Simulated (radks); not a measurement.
Species: the cobalt ion Co4+. Configuration: [Ar] 3d3 4f2 (not the ground configuration). All-electron calculation, non-relativistic Kohn-Sham, PBEsol, spin-polarised, spherical densities, point nucleus; open shells are filled with parallel spins first. Program: a radial shooting solver on a logarithmic mesh with Libxc functionals.

Normalised radial functions P(r) = r R(r), r in bohr:

```
   r/bohr * 3s up (the largest magnitude, 1.21, reaches the edge; | marks zero)
 0.004207                             |  *
 0.006326                             |   *
 0.009513                             |    *
  0.01431                             |      *
  0.02151                             |        *
  0.03235                             |        *
  0.04865                             |      *
  0.07316                             *
     0.11                    *        |
   0.1641             *               |
   0.2468                  *          |
   0.3712                             |        *
   0.5582                             |                          *
   0.8394                             |                         *
    1.262                             |          *
    1.898                             | *
    2.854                             *
    4.293                             *
    6.455                             *
    9.707                             *
```

3s up: eigenvalue -190.97 eV, 2 radial nodes at r = 0.0746, 0.317 bohr, <r> = 0.748 bohr, 90 % of the charge inside 1.11 bohr.
